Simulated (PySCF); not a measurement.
Planning a geometry optimisation on `[PdH]` [radical].

Method: PBE0-D3(BJ)/def2-SVP geometry optimisation, gas phase, def2 core potentials past Kr (PySCF 2.14.0). Work: geometry optimisation from a GFN2-xTB start shaken at random, density fitting, unrestricted. The input is one job of a driver script: a line of settings, then coordinates in Å.

Input:
```
{"job": {"xc": "PBE0", "basis": "def2-SVP", "d3": "d3bj", "grid": 1, "maxiter": 30, "shake": 0.01, "kind": "geom"}, "charge": 0, "multiplicity": 2}
Pd     0.782330    -0.028560     0.001480
H     -0.764840    -0.000250    -0.013600
```

Hardware: one thread, Intel Xeon Gold 6455B (x86_64) (shared host). PySCF's memory limit was set to 1040 MB.

Task: How large is the basis?

Result: 36 functions.

Task: How long does the run take?

Result: About 3.1 s. The run took 3 energy-and-gradient evaluations and 13 SCF cycles, 1.0 s an evaluation on average.

Task: Estimate the peak memory.

Result: About 0.25 GiB. Peak memory is the resident size of the whole Python process, interpreter and libraries included.

Task: At this speed, how long would 20000 such jobs take on 96 cores, one job a core?

Result: 20000/96 gives 209 rounds of 3.1 s, about 11 min of wall time and 17 core-hours, if the jobs don't slow each other.

The output:
```
step   0  E = -128.41691482  max force = 0.003670
step   1  E = -128.41695988  max force = 0.000061
step   2  E = -128.41695989  max force = 0.000008
optimisation converged
```

Energies in Eh; «max force» is the largest Cartesian gradient component in Eh/bohr.

Times come from a shared host and carry two figures at best.
